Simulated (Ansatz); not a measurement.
Two structures of SiH$_{5}$Cl$_{2}$OF, singlet, reached by relaxing down either side of one saddle point (PBE0-D4/def2-TZVP). Energies are electronic, without zero-point energy. Ansatz 0.2.0; basis: def2-TZVPP and def2-QZVPP; cores frozen in the correlated methods. Extrapolation: Hartree–Fock as exp(−7.88 √X), correlation as X^−2.97. First:

```xyz
10
angstrom
Si -0.8939 0.6152 -0.3622
Cl -0.7531 -1.6228 -0.9318
H -1.0993 0.9218 -1.7805
H -1.9233 0.2759 0.6260
Cl -0.6715 2.6853 0.2745
H 1.2076 -0.4600 0.4615
O 0.8152 0.4255 0.1780
H 0.7162 -2.1289 0.1527
F 1.4888 -1.9151 0.7061
H 1.1134 1.2032 0.6755
```

Second:

Si1  (-0.748, 1.094, -0.206)
Cl2  (-0.975, -2.534, -0.381)
H3  (-0.589, 0.571, -1.570)
H4  (-1.959, 0.641, 0.503)
Cl5  (-0.814, 3.140, -0.253)
H6  (1.518, -0.646, 0.188)
O7  (0.626, 0.628, 0.607)
H8  (0.307, -2.348, -0.319)
F9  (1.900, -1.474, -0.081)
H10  (0.733, 0.928, 1.513)
(Å)

Question: Which bonds change from the first to the second?

Answer: SiH₂Cl₂ ([Cl][SiH2][Cl]) + H₂O + HF → SiH₃ClO ([OH][SiH2][Cl]) + HCl + HF; bonds formed: Cl2–H8, H6–F9; bonds broken: Si1–Cl2, H6–O7, H8–F9.

Question: Give the saddle point's structure and its height above each. (An estimate is asked for; the value comes from the calculation.)

Answer: The calculation gives: 4.41 kcal/mol above the first and 16.63 kcal/mol above the second (CCSD(T) at an estimated basis limit (MP2 extrapolated from triple and quadruple zeta, plus CCSD(T) − MP2 in triple zeta)).
Si1  (-0.857, 0.727, -0.288)
Cl2  (-0.804, -1.825, -0.728)
H3  (-0.889, 0.755, -1.750)
H4  (-1.984, 0.335, 0.560)
Cl5  (-0.724, 2.791, 0.151)
H6  (1.225, -0.602, 0.489)
O7  (0.709, 0.403, 0.396)
H8  (0.613, -2.012, -0.050)
F9  (1.563, -1.754, 0.467)
H10  (1.149, 1.183, 0.754)
(Å)

No T1 diagnostic of these runs exceeds 0.010.

Labels in which every atom is bracketed show which atoms are joined, not bond orders.

For scale, one of the runs: CCSD(T)/def2-TZVPP, 258 basis functions, launched by `ansatz run in.yaml --threads 8 --pin off --events-out ev --progress --plain --max-ram 19148MiB`. Time: 63 s of wall clock on 8 CPU threads of an Intel Xeon; the host was shared. Peak host memory: 5.8 GiB.
